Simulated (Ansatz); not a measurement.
CH6GeO2Si (`[OH][GeH]1[CH2]O[SiH2]1`), relaxed with RKS PBE-D4/def2-SVP in the Gaussian-basis code of Ansatz from a rough embedded geometry. The force threshold is 0.03 eV/Å; the program also tests the step.

Charge 0, multiplicity 1.

Start:

```xyz
11

O    -1.709   -0.856    1.130
Ge   -0.065   -0.764    0.607
C     0.010   -0.443   -1.320
O     0.517    0.900   -1.469
Si    0.570    1.356    0.186
H    -1.718   -0.549    2.128
H     1.001   -1.753    1.209
H    -0.911   -0.611   -1.786
H     0.802   -1.170   -1.794
H     1.964    1.584    0.557
H    -0.462    2.306    0.553
```

| step | energy (eV) | largest force (eV/Å) | largest move (Å) |
| --- | --- | --- | --- |
| 1 | -69592.3062 | 3.571 | 0.000 |
| 2 | -69593.0333 | 1.152 | 0.195 |
| 3 | -69593.2048 | 0.293 | 0.192 |
| 4 | -69593.2166 | 0.247 | 0.094 |
| 5 | -69593.2222 | 0.119 | 0.053 |
| 6 | -69593.2263 | 0.094 | 0.143 |
| 7 (rejected) | -69593.2145 | 0.815 | 0.102 |
| 8 | -69593.2305 | 0.111 | 0.050 |
| 9 | -69593.2328 | 0.050 | 0.100 |
| 10 | -69593.2331 | 0.189 | 0.040 |
| 11 | -69593.2336 | 0.059 | 0.048 |
| 12 | -69593.2341 | 0.041 | 0.018 |
| 13 | -69593.2345 | 0.012 | 0.018 |

End:

```xyz
11

O    -1.795   -0.962    1.189
Ge   -0.075   -0.709    0.687
C     0.020   -0.493   -1.318
O     0.623    0.812   -1.403
Si    0.719    1.506    0.160
H    -1.855   -1.252    2.118
H     0.807   -1.807    1.368
H    -0.996   -0.504   -1.770
H     0.648   -1.245   -1.843
H     2.118    1.979    0.464
H    -0.214    2.676    0.347
```

Hardware: 4 threads of an Arm Neoverse V1 on a shared host. Wall time 24 s, peak host memory 0.18 GiB.
